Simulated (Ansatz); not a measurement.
An input meant for C3H9Sb⁻, that is SbMe3 with one electron more (charge -1, doublet).

```yaml
crystal:
  periodic: [false, false, false]
  atoms:
    - {symbol: Sb, position_ang: [0.181851, -0.017214, 1.278208]}
    - {symbol: C, position_ang: [1.776066, 0.006893, -0.068878]}
    - {symbol: H, position_ang: [2.413352, 0.976233, 0.326559]}
    - {symbol: H, position_ang: [1.727356, 0.033517, -1.134904]}
    - {symbol: H, position_ang: [2.541239, -0.919182, 0.129576]}
    - {symbol: C, position_ang: [-1.125295, 1.640486, -0.019713]}
    - {symbol: H, position_ang: [-0.820393, 1.255659, -0.864481]}
    - {symbol: H, position_ang: [-0.500350, 2.602423, 0.421154]}
    - {symbol: H, position_ang: [-2.077122, 1.665765, 0.315014]}
    - {symbol: C, position_ang: [-0.808261, -1.422833, 0.019513]}
    - {symbol: H, position_ang: [-1.966158, -1.467150, 0.147214]}
    - {symbol: H, position_ang: [-0.316465, -2.555496, 0.233682]}
    - {symbol: H, position_ang: [-0.662132, -1.395754, -0.993774]}
basis:
  gaussian: {orbitals: def2-mTZVP}
total_charge: -1
magnetization: {spin_polarized: true, initial_magnetization: 1}
hamiltonian: {xc: {name: BHLYP}}
relax: {f_tol: 0.0001, max_steps: 2}
```

```sh
$ ansatz run in.yaml --threads 4 --pin off --events-out ev --progress --plain --max-ram 3916MiB
```

It prints (some lines left out):

```
Functional definition: BHLYP
1362 factors; integrals over basis functions are off by at most 6.8e-4 eV
mean field evaluation 1: about -9782.1427 eV, gradient 3.5e1 eV
mean field evaluation 2: about -9780.2070 eV, gradient 3.8e1 eV
mean field evaluation 4: about -9788.1608 eV, gradient 1.6e0 eV
mean field evaluation 8: about -9788.3778 eV, gradient 2.3e-1 eV
mean field evaluation 16: about -9788.3792 eV, gradient 3.8e-3 eV
mean field evaluation 32: about -9788.3792 eV, gradient 5.3e-5 eV
mean field -9788.37916605 eV, -359.7162995506 hartree, gradient 2.2e-5 eV, S^2 0.761281; 2 other end points of the search recorded, 0 dependent functions left out
reference -9788.37936499 eV, -359.7163068614 hartree; 26, 25 occupied and 94, 95 virtual orbitals, 1362 factors
relax step   1: F+E_penalty+E_count = -9788.37916605 eV  Δ(F+E_penalty+E_count) = +0.000e0 eV  max|allowed force component| = 5.648e0 eV/Å  Δτ_max = 0.0000 Å  (68 SCF iters, accepted)
1362 factors; integrals over basis functions are off by at most 6.8e-4 eV
mean field -9790.49961966 eV, -359.7942247836 hartree, gradient 1.2e-5 eV, S^2 0.760278; 0 other end points of the search recorded, 0 dependent functions left out
reference -9790.49981789 eV, -359.7942320683 hartree; 26, 25 occupied and 94, 95 virtual orbitals, 1362 factors
relax step   2: F+E_penalty+E_count = -9790.49961966 eV  Δ(F+E_penalty+E_count) = -2.120e0 eV  max|allowed force component| = 2.192e0 eV/Å  Δτ_max = 0.1944 Å  (53 SCF iters, accepted)
Error: geometry relaxation did not converge after 2 steps: max|allowed force component| = 2.19e0 eV/Å (threshold 1.0e-4). Raise `relax.max_steps` over both its present limit and 2, loosen `relax.f_tol`, or start from a geometry closer to equilibrium. Where this run's directory can be resumed (`checkpoint.write`), a resume goes on for up to `relax.max_steps` more
```

In this input the relaxation is allowed too few steps for its threshold. The SCF steps converged, but the relaxation ran out of steps.
